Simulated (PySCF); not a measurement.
**Oxygen: a sound run and one with changed settings**

Sound run: O⁺ [He] 2s2 2p3, O²⁺ [He] 2s2 2p2. Computed with PySCF 2.14 in cc-pVTZ-DK (4s3p2d1f, 30 functions), with scalar relativity by spin-free X2C-1e. The sound run starts from symmetry-adapted Hartree-Fock orbitals and uses a fine grid where one is needed.

Changed run: 26 angular points. This setting is unsound on purpose.

| species | method | sound run (hartree) | changed run (hartree) | converged |
| --- | --- | --- | --- | --- |
| O⁺ | UHF | -74.42286 | -74.42286 | yes |
| O⁺ | PBE | -74.54454 | -74.54454 | yes |
| O⁺ | M06-L | -74.63041 | -74.63041 | yes |
| O²⁺ | UHF | -73.15288 | -73.15288 | yes |
| O²⁺ | PBE | -73.24840 | -73.24795 | yes |
| O²⁺ | M06-L | -73.33177 | -73.33214 | yes |

Ionisation energy of O⁺:

```csv
method,sound run (eV),changed run (eV)
UHF,34.558,34.558
PBE,35.270,35.282
M06-L,35.338,35.328
```

A coarse angular grid integrates products of high-l functions wrongly, so density functionals can shift, and the SCF can exploit the error; Hartree-Fock and MP2 need no grid.

For comparison, NIST gives 35.121 eV between the lowest levels.
